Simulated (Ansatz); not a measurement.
C2H5BF2O can be A, `CBC(O)(F)F`, or B, `B[C@@H](F)[C@H](O)F`.

Isolated molecules relaxed with PBE0-D4/def2-TZVP in Ansatz; ΔE leaves out vibrations. CCSD(T)/CBS is the MP2 limit (def2-TZVPP, def2-QZVPP) plus CCSD(T) − MP2 in def2-TZVPP, frozen cores. Functionals use def2-TZVPP. B3LYP here is the variant with VWN-RPA as its local correlation; programs differ in this. Each species was taken in one conformer, which may not be the lowest.

**Question.** Which isomer does CCSD(T)/CBS put lower? Give the gap. (An estimate is asked.)

**Answer.** Ansatz gave: A, by 20.3 kcal/mol.

**Question.** Give E(B) − E(A) in kcal/mol with r2SCAN-D4, B3LYP-D4, MP2/def2-TZVPP, CCSD(T)/def2-TZVPP, PBE0-D4, ωB97M-V, CCSD/def2-TZVPP. (An estimate is asked.)

**Answer.** The calculation gave: r2SCAN-D4 23.3, B3LYP-D4 20.7, MP2/def2-TZVPP 21.0, CCSD(T)/def2-TZVPP 20.5, PBE0-D4 22.0, ωB97M-V 21.2, CCSD/def2-TZVPP 20.0. None reverses the order clearly.

Largest T1 diagnostic: 0.013.

In def2-TZVPP, CCSD(T) changes the Hartree–Fock value by +2.3 kcal/mol (the triples alone add +0.5 kcal/mol) and MP2 by +2.8 kcal/mol. From PBE to PBE0 (25 % exact exchange), in def2-TZVPP and without D4, E(B) − E(A) moves by −0.9 kcal/mol.
